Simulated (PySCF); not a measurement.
C2H4F2Ge (SMILES C=[CH][GeH]([F])[F]), singlet, geometry from GFN2-xTB. Base run: B3LYP/6-31G (PySCF).

Here is a job for PySCF.
```python
from pyscf import gto, scf, dft, solvent

mol = gto.Mole()
mol.atom = '''
    Ge    0.28991053   -0.32902019    0.26422881
    F     0.57756647    1.23791782    0.96527667
    F     1.52858489   -0.39555320   -0.96148684
    C    -1.46151780   -0.29190802   -0.61924661
    C    -2.23018775    0.78378465   -0.61673532
    H     0.78905312   -1.30474136    1.29472973
    H    -1.75564168   -1.19170075   -1.13941832
    H    -1.93701810    1.68312427   -0.09714311
    H    -3.17865947    0.80942272   -1.13170687
'''
mol.basis = '6-31g'
mol.verbose = 4
mol.build()

mf = dft.RKS(mol)
mf.xc = 'b3lyp'
mf.kernel()
```

Base: dipole (D) 4.11; HOMO-LUMO gap (eV) 7.38.

A changed run: ΔE vs base (kcal/mol) -9.78; dipole (D) 4.94; HOMO-LUMO gap (eV) 7.35.

Q: Which change was made?
A) model = IEF-PCM; solvent = dimethylsulfoxide; lebedev_order = 11
B) model = COSMO; solvent = dimethylsulfoxide
C) model = ddCOSMO; solvent = dimethylsulfoxide
D) model = IEF-PCM; solvent = dimethylsulfoxide; vdw_scale = 1.1
E) model = IEF-PCM; solvent = dimethylsulfoxide; vdw_scale = 1.4

A: D, model = IEF-PCM; solvent = dimethylsulfoxide; vdw_scale = 1.1

The base is the gas phase, so ΔE is the electrostatic part of solvation at a fixed geometry, without cavity and dispersion terms.
